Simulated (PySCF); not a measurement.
Molecule: isopropyldifluoroborane (SMILES CC(C)B(F)F).

Atoms are numbered as in `[CH3:1][CH:2]([CH3:3])[B:4]([F:5])[F:6]`. Each H is labelled by its parent atom.

Spin–spin couplings on one PBE0-D3(BJ)/def2-SVP geometry, PySCF 2.14.0 with density-fitted response routines, gas phase, non-relativistic, equivalent pairs averaged (spin–dipole term only in couplings to heteroatoms); isotopes 13C, 1H, 11B, 19F; functional B3LYP.

Q: How do the couplings (Hz) change with the basis set? Times are CPU seconds on 1 thread of an Arm Neoverse V2, shared host. Far from the basis limit: 6-31G*, pcJ-0, def2-TZVP, cc-pVTZ.

A: 
| basis set | functions | 1J(C1,H(C1)) | 1J(C2,H(C2)) | 1J(C2,B4) | 1J(B4,F5) | 1J(C1,C2) | 2J(F5,F6) | 2J(C2,F5) | core-s |
| --- | --- | --- | --- | --- | --- | --- | --- | --- | --- |
| 6-31G* | 98 | 142.3 | 138.7 | 89.2 | -55.5 | 45.6 | -133.5 | 30.2 | 12 |
| pcJ-0 | 99 | 115.1 | 104.8 | 64.2 | -250.3 | 24.8 | -404.2 | 17.9 | 9.8 |
| def2-TZVP | 228 | 125.9 | 115.0 | 85.0 | -148.5 | 31.7 | -232.9 | 28.7 | 35 |
| cc-pVTZ | 278 | 118.9 | 106.2 | 74.4 | -170.7 | 24.7 | -230.1 | 29.2 | 58 |

The Fermi-contact term samples the wavefunction at the nucleus, which is why sets with added tight s functions (names with J) are made for couplings.
